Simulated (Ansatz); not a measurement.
System: P2H4, charge 0, singlet. P2H4 (phosphanylphosphane, SMILES PP).
B3LYP-D3(BJ)/def2-TZVP minimum from Ansatz (a first-principles code):
```xyz
6

P     -1.0203    -0.4713    -0.0535
P      1.0203     0.4711     0.0549
H     -1.5176     0.2567     1.0604
H     -1.5148     0.4895    -0.9757
H      1.5219    -0.4987     0.9637
H      1.5105    -0.2449    -1.0699
```

Wanted: atomisation energy (electronic, to ground-state atoms), in kcal/mol. Radicals and triplets start from unrestricted determinants; spin-orbit coupling is neglected. CBS(X,Y): correlation extrapolated as X^-3, Hartree-Fock from the larger set (Q,5: extrapolated as (X+1)exp(-9√X)). A bracket is a step between two methods taken in the basis named. Functionals run without relativity, which enters their misses. 'core' is core correlation in cc-pwCVTZ (1s frozen past Ne), 'X2C' scalar relativity in cc-pVTZ-DK, both at CCSD(T). For partners of very few electrons the exact lower level stands in for a higher one.

CCSD(T)/CBS(cc-pV(Q+d)Z,cc-pV(5+d)Z) + [CCSDT(Q) - CCSD(T)]/cc-pV(T+d)Z + core + X2C (Ansatz) gives 370.0 kcal/mol.

### Question
What does PBE/def2-TZVPD (Ansatz) give here, and how do the other levels compare?

### Answer
PBE gives 370.6 kcal/mol, 0.6 kcal/mol above it. Differences of the others: r2SCAN/def2-TZVPD (Ansatz) -1.5; B3LYP/def2-TZVPD (Ansatz) 2.4; CCSD(T)/CBS(cc-pV(Q+d)Z,cc-pV(5+d)Z) + core + X2C (Ansatz) -0.3 kcal/mol. Nearer than PBE: CCSD(T)/CBS(cc-pV(Q+d)Z,cc-pV(5+d)Z) + core + X2C.
